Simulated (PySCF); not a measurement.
C₄H₄ClF. Atoms are numbered in the order given.

```xyz
10

C     -0.0147    -2.9153     0.0000
C      0.6770    -1.7659     0.0000
C      0.0585    -0.4503     0.0000
F     -1.2794    -0.4384     0.0000
C      0.7437     0.7075     0.0000
Cl    -0.0157     2.2556     0.0000
H     -1.1069    -2.9165     0.0000
H      0.4965    -3.8800     0.0000
H      1.7709    -1.7710     0.0000
H      1.8334     0.7119     0.0000
```
Charge 0, spin multiplicity 1.

Coordinates come from a B3LYP-D3(BJ)/def2-SVP optimisation. One conformer was computed; it need not be the lowest.

Method: PBE/def2-TZVP run with PySCF.

ESP charges are fitted to the potential on shells at 1.4 to 2.0 van der Waals radii. Atomic charges (e):

| atom | Löwdin | Mulliken | ESP fit | IAO |
|---|---|---|---|---|
| C1 | -0.18 | -0.26 | -0.41 | ? |
| C2 | -0.18 | -0.17 | -0.21 | -0.17 |
| C3 | -0.35 | 0.25 | 0.41 | ? |
| F4 | 0.23 | -0.15 | -0.14 | -0.24 |
| C5 | -0.46 | -0.13 | -0.43 | ? |
| Cl6 | 0.39 | -0.06 | 0.01 | ? |
| H7 | 0.13 | 0.13 | 0.19 | 0.16 |
| H8 | 0.13 | 0.13 | 0.19 | 0.16 |
| H9 | 0.16 | 0.11 | 0.16 | 0.16 |
| H10 | 0.14 | 0.15 | 0.23 | 0.18 |

**Question.** Complete the blanks. (Estimate from the structure and the level; the computed values follow.)

**Answer.** 
- C1, IAO: -0.31
- C3, IAO: 0.28
- C5, IAO: -0.24
- Cl6, IAO: 0.02

Computed Mayer and Wiberg (Löwdin basis) orders of the bonds:
```
bond    Mayer  Wiberg
------  -----  ------
C1–C2    1.85    2.08
C2–C3    1.10    1.29
C3–F4    1.12    1.73
C3–C5    1.70    1.90
C5–Cl6   1.14    1.77
C1–H7    0.94    0.88
C1–H8    0.95    0.89
C2–H9    0.94    0.81
C5–H10   0.94    0.86
```
